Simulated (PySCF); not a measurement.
F$_{2}$Zn, charge +1, doublet, geometry from GFN2-xTB (such geometries of metal compounds can be far from the true shape) (a state made from the parent by changing its charge; the spin is typed, not shown lowest). Base run: PySCF with PBE0/cc-pVDZ.

PySCF was given this input:
```python
from pyscf import gto, scf, dft

mol = gto.M(
    atom='''
Zn    0.12354814    0.24440345    0.24927362
F    -0.42372069    0.69631363   -1.38959384
F     0.01189356   -1.51099178    0.55868176
''',
    basis='cc-pvdz',
    charge=1,
    spin=1,
    verbose=4,
)

mf = dft.UKS(mol)
mf.xc = 'pbe0'
mf.kernel()
```

Variants of this job, named by their change:

| change | basis functions | E (Eh) | HOMO (eV) |
|---|---|---|---|
| base | 71 | -1978.25808 | -17.33 |
| basis = cc-pVDZ-DK; relativity = spin-free X2C; nucleus = Gaussian (with nucmod='G') | 71 | -1994.90705 | -17.43 |
| basis = cc-pVTZ-DK; relativity = spin-free X2C; nucleus = Gaussian (with nucmod='G') | 128 | -1994.97586 | -17.53 |
| basis = cc-pVTZ-DK; relativity = spin-free X2C | 128 | -1994.98477 | -17.53 |
| basis = cc-pVDZ-DK; relativity = spin-free X2C | 71 | -1994.91596 | -17.43 |
| basis = cc-pVDZ-DK; relativity = none | 71 | -1969.11990 | -17.29 |
| basis = x2c-SVPall; relativity = none | 64 | -1971.97587 | -17.42 |
| basis = x2c-SVPall; relativity = spin-free X2C; nucleus = Gaussian (with nucmod='G') | 64 | -1994.39917 | -17.53 |
| basis = cc-pVTZ-DK; relativity = none | 128 | -1969.22567 | -17.38 |
| basis = x2c-SVPall; relativity = spin-free X2C | 64 | -1994.40634 | -17.53 |

Totals shift with the method and basis; they matter in differences.

Open shells are given as the SCF converged; they aren't shown to be the lowest states, and a large step between rows can be another state.

Basis sets contracted for a relativistic Hamiltonian are a mismatch without it, so the rows without relativity aren't non-relativistic limits. No row has spin-orbit coupling; sets with core potentials leave out the core electrons.
